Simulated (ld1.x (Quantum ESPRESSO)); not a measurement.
# Configuration tests for Ru (Z = 44) (TM)

ld1.x (Quantum ESPRESSO) 7.5 input, shortened:

```
&input
   title='Ru', zed=44., rel=1, dft='PBE', iswitch=3,
   config='[Kr] 4d6.5 5s0 5p0'
 /
 &inputp
   pseudotype=2, tm=.true., lloc=0,
   nlcc=.false.
 /
3
5P  2  1   0.00   0.00  3.20  3.20  0.0
4D  3  2   6.50   0.00  2.15  2.15  0.0
5S  1  0   0.00   0.00  2.50  2.50  0.0
 &test
   configts(1)='4d6.5 5s0 5p0'
 /
```

Energies are relative to the spin-unpolarised reference configuration 4d6.5 5s0 5p0; without spin polarisation the order of configurations can differ from experiment.

| valence configuration | charge | ΔE all-electron (eV) | error AE − PS (meV) |
| --- | --- | --- | --- |
| 4d7 5s1 5p0 | 0 | -14.935 | +44 |
| 4d7 5s0 5p0 | +1 | -7.643 | -19 |
| 4d6 5s0 5p0 | +2 | 10.544 | -27 |
| 4d4 5s0 5p0 | +4 | 85.679 | -825 |
| 4d5 5s0 5p0 | +3 | 41.166 | -283 |
| 4d8 5s0 5p0 | 0 | -15.268 | -97 |

Problem. What are ΔE and the potential's error for 4d6 5s1 5p1?

Solution. ΔE = -9.282 eV all-electron; the error (AE − PS) is +3.5 meV.

Levels in the configuration 4d5 5s0 5p0:

```
level  all-electron (eV)  pseudo (eV)
   4d            -37.352      -37.756
```
